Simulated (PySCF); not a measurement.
C4H9NSi.

```xyz
15

C     -0.4954     3.6755     0.0000
C      0.0378     2.5875     0.0000
C      0.6520     1.2599     0.0000
C     -0.3720     0.1056     0.0000
Si     0.4267    -1.6145     0.0000
N     -0.6678    -2.9602     0.0000
H     -0.9620     4.6420     0.0000
H      1.3144     1.1747     0.8803
H      1.3144     1.1747    -0.8803
H     -1.0308     0.1946     0.8814
H     -1.0308     0.1946    -0.8814
H      1.2782    -1.7239    -1.2230
H      1.2782    -1.7239     1.2230
H     -1.1974    -3.1897     0.8354
H     -1.1974    -3.1897    -0.8354
```

The structure is a stationary point at B3LYP-D3(BJ)/def2-SVP. This is a generated structure with no PubChem entry under its InChIKey; it may be hypothetical. Other conformers were not sampled.

Computed with PBE0/pcSseg-1 (PySCF). Non-relativistic, no solvent.

Computed absolute GIAO shielding of each atom: isotropic value and principal components (ppm):
```json
[
 {"atom": "C1", "σ(iso)": "110.8", "σ11": "39.1", "σ22": "41.3", "σ33": "252.2", "span": "213.1"},
 {"atom": "C2", "σ(iso)": "95.6", "σ11": "-9.7", "σ22": "0.0", "σ33": "296.6", "span": "306.3"},
 {"atom": "C3", "σ(iso)": "170.7", "σ11": "159.8", "σ22": "169.8", "σ33": "182.6", "span": "22.8"},
 {"atom": "C4", "σ(iso)": "163.3", "σ11": "144.7", "σ22": "159.6", "σ33": "185.7", "span": "41.0"},
 {"atom": "Si5", "σ(iso)": "378.1", "σ11": "322.3", "σ22": "388.2", "σ33": "423.6", "span": "101.3"},
 {"atom": "N6", "σ(iso)": "256.3", "σ11": "230.6", "σ22": "260.7", "σ33": "277.7", "span": "47.1"},
 {"atom": "H7", "σ(iso)": "29.5", "σ11": "24.4", "σ22": "24.5", "σ33": "39.6", "span": "15.1"},
 {"atom": "H8", "σ(iso)": "29.4", "σ11": "23.6", "σ22": "29.7", "σ33": "34.8", "span": "11.2"},
 {"atom": "H9", "σ(iso)": "29.4", "σ11": "23.6", "σ22": "29.7", "σ33": "34.8", "span": "11.2"},
 {"atom": "H10", "σ(iso)": "30.4", "σ11": "26.5", "σ22": "30.2", "σ33": "34.6", "span": "8.2"},
 {"atom": "H11", "σ(iso)": "30.4", "σ11": "26.5", "σ22": "30.2", "σ33": "34.6", "span": "8.2"},
 {"atom": "H12", "σ(iso)": "26.8", "σ11": "22.7", "σ22": "26.5", "σ33": "31.1", "span": "8.4"},
 {"atom": "H13", "σ(iso)": "26.8", "σ11": "22.7", "σ22": "26.5", "σ33": "31.1", "span": "8.4"},
 {"atom": "H14", "σ(iso)": "31.1", "σ11": "23.8", "σ22": "27.2", "σ33": "42.3", "span": "18.5"},
 {"atom": "H15", "σ(iso)": "31.1", "σ11": "23.8", "σ22": "27.2", "σ33": "42.3", "span": "18.5"}
]
```
